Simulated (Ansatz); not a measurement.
AlH4NS2, SMILES `[NH2][Al]([SH])[SH]`, 8 atoms. Charge 0, multiplicity 1. Hardware: A = 2 threads of an AMD EPYC 7R13 on a shared host and a share of an NVIDIA H100 80 GB; B = 2 threads of a server CPU on a shared host. Correlated methods freeze the cores. Open-shell runs search over several starts.

Question: How many basis functions does each run have, and how long does it take in Ansatz? UHF-CCSD(T)/def2-QZVPP energy of the cation [A]; direct RPA on PBE orbitals/def2-TZVPP energy [B]; RKS ωB97M-V/def2-SVP energy [B]; RHF-CCSD(T)/cc-pV(Q+d)Z energy [A]; UKS PBE0-D4/def2-TZVPP energy of the cation [B]; UKS PBE-D4/def2-TZVPP energy of the cation [B]; UKS B2PLYP (frozen core)/def2-TZVPP energy of the cation [B]; RHF-CCSD(T)/def2-QZVPP energy [A]; RKS PBE0-D4/def2-TZVP relaxation (15 steps) [B]; UKS B3LYP-D4/def2-TZVPP energy of the cation [B]; RHF-CCSD(T)/cc-pV(D+d)Z energy [B]; RHF-CCSD(T)/def2-TZVPP energy [A]. (Best estimate.)

Answer: Ansatz gave: Other jobs shared the machine, so times are rough.

```
                                level                        job  functions  wall time  peak host memory (GiB)
               RHF-CCSD(T)/def2-TZVPP                 energy [A]        213        6 s                    0.78
                 RKS ωB97M-V/def2-SVP                 energy [B]         88        7 s                     0.4
              RHF-CCSD(T)/cc-pV(D+d)Z                 energy [B]        103      7.5 s                    0.41
direct RPA on PBE orbitals/def2-TZVPP                 energy [B]        213      7.5 s                    0.41
               RHF-CCSD(T)/def2-QZVPP                 energy [A]        387      9.5 s                    0.87
              RHF-CCSD(T)/cc-pV(Q+d)Z                 energy [A]        367       12 s                    0.89
                UKS PBE-D4/def2-TZVPP   energy of the cation [B]        213       23 s                    0.63
               UHF-CCSD(T)/def2-QZVPP   energy of the cation [A]        387       38 s                     1.8
              UKS B3LYP-D4/def2-TZVPP   energy of the cation [B]        213       43 s                    0.77
               UKS PBE0-D4/def2-TZVPP   energy of the cation [B]        213       50 s                    0.78
                RKS PBE0-D4/def2-TZVP  relaxation (15 steps) [B]        166       70 s                    0.46
  UKS B2PLYP (frozen core)/def2-TZVPP   energy of the cation [B]        213       91 s                    0.77
```

B3LYP here is the variant with VWN-RPA as its local correlation; programs differ in this.
